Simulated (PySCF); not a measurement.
## First hyperpolarisability: 2-ethynylpyridine, C$_{7}$H$_{5}$N

Molfile (atoms numbered from 1):
```
C7H5N
     RDKit          3D

 13 13  0  0  0  0  0  0  0  0999 V2000
    3.2349   -0.7478   -0.5125 C   0  0  0  0  0  0  0  0  0  0  0  0
    2.0445   -0.5667   -0.3725 C   0  0  0  0  0  0  0  0  0  0  0  0
    0.6397   -0.3196   -0.2019 C   0  0  0  0  0  0  0  0  0  0  0  0
    0.1886    0.9892    0.0362 C   0  0  0  0  0  0  0  0  0  0  0  0
   -1.1754    1.2008    0.1983 C   0  0  0  0  0  0  0  0  0  0  0  0
   -2.0378    0.1106    0.1187 C   0  0  0  0  0  0  0  0  0  0  0  0
   -1.4873   -1.1499   -0.1217 C   0  0  0  0  0  0  0  0  0  0  0  0
   -0.1887   -1.3690   -0.2790 N   0  0  0  0  0  0  0  0  0  0  0  0
    4.2874   -0.9221   -0.6394 H   0  0  0  0  0  0  0  0  0  0  0  0
    0.9056    1.8099    0.0900 H   0  0  0  0  0  0  0  0  0  0  0  0
   -1.5599    2.2065    0.3849 H   0  0  0  0  0  0  0  0  0  0  0  0
   -3.1164    0.2285    0.2399 H   0  0  0  0  0  0  0  0  0  0  0  0
   -2.1380   -2.0296   -0.1898 H   0  0  0  0  0  0  0  0  0  0  0  0
  1  2  3  0
  2  3  1  0
  3  4  2  0
  4  5  1  0
  5  6  2  0
  6  7  1  0
  7  8  2  0
  8  3  1  0
  1  9  1  0
  4 10  1  0
  5 11  1  0
  6 12  1  0
  7 13  1  0
M  END
```

Computed with quadratic response BHandHLYP/aug-pcseg-0 first hyperpolarisability, Taylor convention, gas phase in PySCF 2.14.0. Geometry: PBE0-D3(BJ)/def2-SVP.

Question: What is the first hyperpolarisability, and how does it disperse?

Answer: In 10⁻³⁰ esu, Taylor convention; the vector part is βᵢ = ⅓ Σⱼ (βᵢⱼⱼ + βⱼᵢⱼ + βⱼⱼᵢ); β∥ is 3/5 of the vector part along the dipole, the dipole points from − to +:
| process | λ (nm) | β vector norm | β∥ | β HRS | depolarisation ratio |
| --- | --- | --- | --- | --- | --- |
| static β(0;0,0) | ∞ | 0.85 | -0.43 | 0.35 | 5.25 |
| second harmonic β(−2ω;ω,ω) | 1550 | 0.98 | -0.48 | 0.40 | 5.36 |
| Pockels β(−ω;ω,0) | 1550 | 0.89 | -0.44 | – | – |
| second harmonic β(−2ω;ω,ω) | 1064 | 1.17 | -0.54 | 0.47 | 5.46 |
| Pockels β(−ω;ω,0) | 1064 | 0.94 | -0.46 | – | – |
| second harmonic β(−2ω;ω,ω) | 694.3 | 2.03 | -0.84 | 0.82 | 5.62 |
| Pockels β(−ω;ω,0) | 694.3 | 1.08 | -0.51 | – | – |

Question: Which lowest excitations, dipole and polarisabilities go with it?

Answer: S1 4.99 eV (f = 0.005); S2 5.38 eV (f = 0.274); S3 5.62 eV (f = 0.000); dipole 2.84 D; isotropic α 80.2 au static, 80.8 au at 1550 nm, 81.4 au at 1064 nm, 82.6 au at 775 nm, 83.2 au at 694.3 nm, 85.5 au at 532 nm, 95.6 au at 347.1 nm.
